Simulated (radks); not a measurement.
Results of a calculation; reference values are marked as such.
Q: All-electron atom: the indium ion In3+ in [Ar] 3d10 4p6 4d10 5p2 (not the ground configuration). Code: a radial shooting solver on a logarithmic mesh with Libxc functionals. Model: scalar-relativistic Kohn-Sham, Wu-Cohen GGA, spin-polarised, spherical densities, point nucleus; open shells are filled with parallel spins first (spin-orbit coupling, left out, can overturn this in heavy ions). Some entries of the table are withheld. Estimate them.

orbital  occ.  eigenvalue (hartree)  r(max) (bohr)  <r^2> (bohr^2)
1s up       1             -1021.871        0.01922        0.001195
1s down     1             -1021.868        0.01922        0.001195
2s up       1             -154.6568         0.1086         0.01948
2s down     1             -154.6558         0.1086         0.01948
2p up       3             -139.0477        0.08690         0.01536
2p down     3             -139.0457        0.08690         0.01536
3s up       1             -30.90995         0.3155          0.1389
3s down     1             -30.90741         0.3155          0.1389
3p up       3             -25.79559         0.3088          0.1397
3p down     3             -25.79278         0.3088          0.1397
3d up       5             -17.84420         0.2581          0.1247
3d down     5             -17.84162         0.2581          0.1247
4p up       3                   (1)         0.8066          0.9205
4p down     3                   (2)         0.8068          0.9171
4d up       5              -2.31152         0.8993           1.353
4d down     5              -2.29664         0.8983           1.326
5p up       2              -1.11944          2.148             (3)
5p down     0              -1.03024          2.132             (4)

A: 
(1) 4p up eigenvalue (hartree): -4.59717
(2) 4p down eigenvalue (hartree): -4.58993
(3) 5p up <r^2> (bohr^2): 6.327
(4) 5p down <r^2> (bohr^2): 6.288
